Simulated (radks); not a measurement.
All-electron atom: the beryllium ion Be2+ in [He].

All-electron calculation, non-relativistic Kohn-Sham, LDA (Slater exchange, Perdew-Wang correlation), spin-polarised, spherical densities, point nucleus. Program: a radial shooting solver on a logarithmic mesh with Libxc functionals.

Energy parts (eV):
| part | energy |
|---|---|
| total | -365.827 |
| kinetic | 363.114 |
| electron-nucleus | -794.549 |
| Hartree | 122.236 |
| exchange-correlation | -56.629 |

Orbitals (lengths in bohr, moments of r in powers of bohr; <r^-3> diverges for s and p1/2; r(90%) holds 90 % of the orbital's charge):
orbital  occ.  eigenvalue (eV)     <r>  <r^-3>   <r^4>  r(90%)
1s          2        -130.7816  0.4208       -  0.1534   0.758
2s          0         -20.3430   2.072       -   44.66    3.22
2p          0         -16.8947   1.981  0.8177   45.98    3.24

The highest occupied level is 1s at -130.78 eV. The density falls to 0.001 e/bohr^3 at r = 1.48 bohr.
